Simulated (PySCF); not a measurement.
**How methods differ on the fine-structure interval of Re⁶²⁺**

Re⁶²⁺ [Ne] 3s2 3p1 [3p1/2^1, M_J = 1/2] → Re⁶²⁺ [Ne] 3s2 3p1 [3p3/2^1, M_J = 3/2], as a difference of total energies. All numbers are calculated (PySCF 2.14, the two-component X2C-1e Hamiltonian, in an even-tempered Gaussian basis (18 s from 20 bohr⁻², ratio 2.4; 14 p from 26 bohr⁻², ratio 2.4; 4 d from 86 bohr⁻², ratio 2.6; 4 f from 130 bohr⁻², ratio 2.6)). Correlated levels: 1s2 frozen; the 52 highest virtual spinors dropped. "Screened" scales the spin-orbit matrix elements by Boettger's factors to mimic the two-electron term; Breit and QED terms are absent.

| method | fine-structure interval (cm⁻¹) |
| --- | --- |
| GHF (screened spin-orbit) | 3173800 |
| GMP2 (screened spin-orbit) | 3167100 |
| GHF (bare spin-orbit) | 3270600 |
